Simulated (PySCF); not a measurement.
SiHCl3, SMILES Cl[SiH](Cl)Cl.

Coordinates come from a PBE0-D3(BJ)/def2-SVP optimisation. The isomer is the one that the SMILES or the coordinates give; other isomers of the formula were not compared.

These are PBE0-D3(BJ)/def2-SVP (PySCF) values and carry that method's errors.

Frequencies are harmonic and unscaled.

Modes within 1.5 cm⁻¹ of each other (mostly degenerate sets) share a row, with their intensities summed.

Computed harmonic wavenumbers and intensities:
| mode | ν (cm⁻¹) | IR (km/mol) | moving atoms (share of kinetic energy) |
|---|---|---|---|
| 1–2 | 171 | 5.0 | Cl 89 %, Si 10 % |
| 3 | 246 | 10.2 | Cl 62 %, Si 37 % |
| 4 | 501 | 32.6 | Cl 60 %, Si 39 % |
| 5–6 | 614 | 253.5 | Si 56 %, Cl 37 % |
| 7–8 | 808 | 310.8 | H 90 %, Si 9 % |
| 9 | 2324 | 67.8 | H 97 % |
